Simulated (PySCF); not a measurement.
Geometry (Å), atoms numbered from 1 in this order:
```xyz
4

Ge    0.0004   -0.0265    0.8475
Cl    2.0151    0.0254   -0.2800
Cl   -1.0153    1.7348   -0.2326
Cl   -1.0002   -1.7338   -0.3349
```

Total charge -1.

Geometry: PBE0-D3(BJ)/def2-SVP; GIAO absolute shieldings from PySCF 2.14, gas phase, non-relativistic, averaged over equivalent atoms.

At PBE/pcSseg-1 (pcSseg-2 on Ge) (135 basis functions, 7.5 s wall time on 1 thread of an x86-64 server CPU, shared host):
```json
{"atoms": "Ge1", "σ (ppm)": "1138.1"}
{"atoms": "Cl2/Cl3/Cl4", "σ (ppm)": "719.7"}
```

Q: Estimate the result of repeating the calculation with PBE0/pcSseg-1 (pcSseg-2 on Ge).

A: 
```csv
atoms,σ at PBE0/pcSseg-1 (pcSseg-2 on Ge),change
Ge1,1242.7,+104.6
Cl2/Cl3/Cl4,766.6,+46.9
```

The largest change is at Ge1 (germanium bonded to 3 Cl). Cost: 135 basis functions, 7.7 s wall time on 1 thread of an x86-64 server CPU, shared host.

Relativistic effects, spin–orbit coupling among them, are left out; they matter for Ge and for the light atoms bonded to it.
